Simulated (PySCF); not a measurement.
C2H6N2OSi, SMILES C[Si@@H](N)N=C=O. Atoms are numbered in the order given.

```xyz
12

C     -1.8610    -1.2204     0.1427
Si    -0.7992     0.1480    -0.5557
N     -1.4278     1.6765    -0.0659
N      0.8318    -0.1492    -0.0062
C      1.9583    -0.3012     0.3710
O      3.0621    -0.4537     0.7434
H     -1.8781    -1.1740     1.2441
H     -1.4643    -2.2071    -0.1432
H     -2.8965    -1.1378    -0.2228
H     -0.7347     0.1485    -2.0394
H     -1.0768     2.5296    -0.4912
H     -1.6701     1.8377     0.9076
```

The structure is a stationary point at B3LYP-D3(BJ)/def2-SVP. The structure was generated by enumeration; whether it is a known compound was not checked. Other conformers were not sampled.

Level of theory: PySCF 2.14.0 with TDDFT-M06-2X/def2-SVPD.

Vertical excitations. 

Problem. Estimate the UV-visible absorptions. (Estimate from the structure and the level; the computed values follow.)

Solution. 
```csv
state,energy (eV),λ (nm),f,main pairs
S1,6.88,180,0.017,"HOMO→LUMO 28 %, HOMO−1→LUMO+4 11 %, HOMO−1→LUMO+1 9 %, HOMO−1→LUMO+5 7 %"
S2,6.96,178,0.040,"HOMO→LUMO 39 %, HOMO→LUMO+1 15 %, HOMO−1→LUMO+1 9 %, HOMO−1→LUMO+5 7 %"
S3,7.37,168,0.002,"HOMO−1→LUMO 12 %, HOMO−1→LUMO+4 10 %, HOMO−2→LUMO+4 9 %, HOMO→LUMO+2 8 %"
S4,7.44,167,0.013,"HOMO→LUMO+4 12 %, HOMO−1→LUMO+5 11 %, HOMO−2→LUMO+1 11 %, HOMO−1→LUMO+4 8 %"
S5,7.56,164,0.005,"HOMO−1→LUMO 56 %, HOMO−1→LUMO+2 13 %, HOMO−1→LUMO+1 12 %"
S6,7.71,161,0.011,"HOMO−2→LUMO 35 %, HOMO→LUMO+1 23 %, HOMO→LUMO 11 %, HOMO→LUMO+2 10 %"
S7,8.17,152,0.014,"HOMO→LUMO+2 38 %, HOMO→LUMO+1 19 %, HOMO→LUMO+7 6 %"
S8,8.40,148,0.004,HOMO→LUMO+3 51 %
S9,8.49,146,0.131,"HOMO−1→LUMO+2 48 %, HOMO−3→LUMO 14 %, HOMO−1→LUMO 14 %"
S10,8.59,144,0.100,"HOMO−1→LUMO+1 33 %, HOMO−1→LUMO+2 11 %, HOMO−3→LUMO+1 6 %, HOMO−1→LUMO+8 6 %"
T1,6.52,190,0,"HOMO→LUMO+1 23 %, HOMO→LUMO 23 %, HOMO−1→LUMO+4 7 %, HOMO−2→LUMO+4 7 %"
T2,6.72,184,0,"HOMO→LUMO 33 %, HOMO−1→LUMO+4 15 %, HOMO→LUMO+1 8 %, HOMO−2→LUMO+1 6 %"
T3,6.93,179,0,"HOMO−1→LUMO+1 27 %, HOMO−1→LUMO+5 20 %, HOMO−1→LUMO+4 19 %, HOMO−1→LUMO 7 %"
T4,7.04,176,0,"HOMO→LUMO+4 14 %, HOMO−2→LUMO+1 11 %, HOMO−2→LUMO+4 10 %, HOMO−1→LUMO+4 9 %"
```
Triplets are in the Tamm–Dancoff approximation, which puts them higher than full response would, so one can lie above its singlet here.
